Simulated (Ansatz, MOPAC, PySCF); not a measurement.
Species: InF2 (charge 0, doublet). SMILES: [F][In][F]
Coordinates optimised at B3LYP-D3(BJ)/def2-TZVP (Ansatz, a first-principles code):
```xyz
3

In     0.2297     0.1164     0.0940
F     -0.8133     0.9486    -1.3634
F     -0.4372    -1.5822     0.8518
```
Charge 0, spin multiplicity 2.

Quantity: vertical ionisation energy to the singlet, in eV. Terms: def2 sets with scalar-relativistic core potentials past Kr; valence correlation only (noble-gas shells and the d and f shells of earlier blocks); no dispersion term unless named; LANL2DZ with its own core potentials from Na on; no spin-orbit coupling; six Cartesian d functions in 6-31G* and its kin unless marked 5d; STO-3G and 3-21G all-electron and non-relativistic; UHF or UKS for open shells; PM7 with its own dispersion and hydrogen-bond terms; each state is the SCF solution reached for its charge and spin. Ab initio and DFT rows: single points at B3LYP-D3(BJ) geometries (Ansatz). Semi-empirical rows: differences of heats of formation at the shared geometry for vertical values. The spin state of an ion or metal species was assumed, not searched.

```csv
level,program,vertical ionisation energy to the singlet (eV)
AM1,MOPAC,10.82
PM3,MOPAC,11.32
PM6,MOPAC,10.81
PM7,MOPAC,10.68
MNDO,MOPAC,11.39
HF/6-31G* with LANL2DZ past Ar,Ansatz,9.96
PBE/6-31G* with LANL2DZ past Ar,Ansatz,9.62
B3LYP/STO-3G,Ansatz,5.20
B3LYP/3-21G,Ansatz,9.20
B3LYP/6-31G* with LANL2DZ past Ar,Ansatz,9.81
M06-2X/6-31G* with LANL2DZ past Ar (5d),PySCF,9.75
MP2/6-31G* with LANL2DZ past Ar,Ansatz,9.44
PBE0/def2-TZVPD,Ansatz,10.20
M06-2X/def2-TZVPD,PySCF,10.30
```

No value to compare with is used here. The 12 habitual levels span 5.20 (B3LYP/STO-3G) to 11.39 eV (MNDO); PBE0/def2-TZVPD gives 10.20.

The levels are drawn from those run, B3LYP/6-31G* more often than the rest, none by its result; left out are runs that failed, that the program found above a lower state of the same kind, or whose <S^2> lies over 0.5 above the pure value.
